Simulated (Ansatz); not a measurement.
System: YOBr, net charge 1, doublet state. SMILES of the parent species: [O]=[Y][Br]

Atoms: Y1, O2, Br3. Bonds: Y1-O2, Y1-Br3.

Bond lengths (Å) and angles (degrees) optimised at HF/STO-3G with Ansatz (a first-principles code); HF/3-21G with Ansatz; HF/6-31G* with LANL2DZ past Ar with Ansatz; PBE/6-31G* with LANL2DZ past Ar with Ansatz; B3LYP/LANL2DZ with Ansatz; B3LYP/6-31G* with LANL2DZ past Ar with Ansatz, each started from the B3LYP-D3(BJ)/def2-TZVP structure (Ansatz) of the last column. A row stands for all coordinates that are equal there. 6-31G* holds six Cartesian d functions. No wavenumbers were computed at HF/STO-3G, PBE/6-31G* with LANL2DZ past Ar, B3LYP/LANL2DZ, so these may be saddle points.

| coordinate | HF/STO-3G | HF/3-21G | HF/6-31G* with LANL2DZ past Ar | PBE/6-31G* with LANL2DZ past Ar | B3LYP/LANL2DZ | B3LYP/6-31G* with LANL2DZ past Ar | B3LYP-D3(BJ)/def2-TZVP |
|---|---|---|---|---|---|---|---|
| Y1-O2 | 1.959 | 2.001 | 2.023 | 1.885 | 1.958 | 1.905 | 1.969 |
| Y1-Br3 | 2.515 | 2.558 | 2.600 | 2.669 | 2.597 | 2.637 | 2.521 |
| O2-Y1-Br3 | 137.7 | 111.9 | 114.4 | 74.6 | 85.8 | 78.4 | 97.9 |

Mean signed difference of all 2 bond lengths from B3LYP-D3(BJ)/def2-TZVP: HF/STO-3G -0.008 Å, HF/3-21G 0.034 Å, HF/6-31G* with LANL2DZ past Ar 0.066 Å, PBE/6-31G* with LANL2DZ past Ar 0.032 Å, B3LYP/LANL2DZ 0.032 Å, B3LYP/6-31G* with LANL2DZ past Ar 0.026 Å.
